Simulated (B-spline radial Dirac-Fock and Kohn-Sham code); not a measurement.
# Elastic and transport cross sections of nitrogen for electrons

Method: relativistic (Dirac) partial waves in the static field of the Dirac-Fock atom with Furness-McCarthy exchange, without polarisation or absorption potentials. Computed with a radial finite-basis atomic code. σ_tr1 and σ_tr2 weight the cross section with 1 − P₁ and 1 − P₂ of cos θ; "backward" is the share scattered beyond 90°.

```
energy (eV)  σ (a₀²)  σ_tr1 (a₀²)  σ_tr2 (a₀²)  σ/σ_tr1  backward (%)
       5000    0.464       0.0108       0.0255     42.8          0.27
       6460    0.364      0.00684       0.0163     53.2          0.20
       6500    0.362      0.00677       0.0162     53.5          0.20
       9810    0.245      0.00322      0.00785     76.0          0.13
      10000    0.240      0.00311      0.00759     77.2          0.12
      10500    0.229      0.00285      0.00697     80.5          0.12
      10800    0.223      0.00271      0.00663     82.5          0.11
      11200    0.216      0.00253      0.00622     85.1          0.11
      20000        ?            ?            ?        ?             ?
      21400    0.117     0.000785      0.00198      149         0.054
      27100   0.0942     0.000513      0.00130      184         0.042
```

Question: Fill in the row for 20 keV.

Answer: σ = 0.125 a₀², σ_tr1 = 0.000888 a₀², σ_tr2 = 0.00223 a₀², σ/σ_tr1 = 141, backward 0.058 %. The ratio σ/σ_tr1 is roughly the number of elastic collisions that randomise the direction.
